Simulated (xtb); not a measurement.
H9NSi4, SMILES N1[SiH2][SiH2][SiH2][SiH2]1. All values are semi-empirical tight-binding results from xtb (GFN2-xTB unless named), good for trends rather than for accurate numbers. Geometry: GFN2-xTB. The structure was generated by enumeration, and PubChem lists no compound with its InChIKey, so it may never have been made.

Optimised geometry:

```xyz
14

N      1.5669    -0.3631     0.0547
Si     1.2589     1.3495     0.1643
Si    -1.0491     1.4346     0.0552
Si    -1.5670    -0.8293    -0.1364
Si     0.5461    -1.7669    -0.1113
H      2.5482    -0.5908     0.0908
H      2.0068     1.9937    -0.9278
H      1.8877     1.8190     1.4101
H     -1.5226     2.2650    -1.0642
H     -1.6381     2.1002     1.2285
H     -2.3201    -1.1839    -1.3503
H     -2.4207    -1.3523     0.9427
H      0.9785    -2.4749    -1.3276
H      0.8684    -2.6654     1.0094
```
Charge 0, spin multiplicity 1.

Question: Estimate the properties. (The exact figures need the calculation; the answer reports its results.)

Answer: 
```json
{
 "point_group_as_xtb_finds_it": "C2v",
 "orbital_gap": "3.55 eV",
 "dipole_moment": "0.45 D",
 "zero_point_energy": "50.6 kcal/mol",
 "G − E(el) at 298.15 K (modified RRHO)": "29.6 kcal/mol",
 "static polarisability (D4 model)": "119.7 bohr³",
 "solvation energy, GFN2-xTB/ALPB(water)": "-0.7 kcal/mol",
 "solvation energy, GFN2-xTB/ALPB(ether)": "-5.0 kcal/mol"
}
```

Computed atomic charges and the Wiberg bond orders between heavy atoms:
charges (e) N1 -0.49, Si2 0.40, Si3 0.28, Si4 0.28, Si5 0.40, H6 0.12, H7 -0.12, H8 -0.12, H9 -0.13, H10 -0.13, H11 -0.13, H12 -0.13, H13 -0.12, H14 -0.12. Bond orders N1–Si2 1.06, Si2–Si3 0.83, Si3–Si4 0.87, N1–Si5 1.06, Si4–Si5 0.83.
